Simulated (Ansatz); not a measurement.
Cartesian coordinates in Å:
```
O -2.1034 -0.9569 -0.3480
C -0.9401 -0.6758 -0.3826
C 0.2405 -1.0222 0.4725
Si 0.4146 0.6005 -0.4942
O 0.2814 2.1117 0.1117
H 0.9577 -1.6600 -0.0592
H 0.0959 -1.3349 1.5050
H 1.5371 0.6110 -1.4536
H -0.4838 2.3266 0.6483
```

Charge 0, multiplicity 1.

(1) List the CAM-B3LYP/def2-TZVPP orbital energies in eV (the Gaussian-basis code of Ansatz). (An estimate is asked.)

Answers

(1) Ansatz gave: Occupied: -1802.16, -523.35, -522.57, -281.27, -279.01, -146.63, -101.98, -101.96, -101.93, -30.87, -30.40, -23.53, -18.03, -17.12, -15.11, -14.45, -13.91, -12.87, -12.72, -12.42, -12.01, -9.61, -7.69. Lowest empty: -0.29, 1.17, 1.24, 2.40, 2.70, 3.27, 3.78, 4.17.
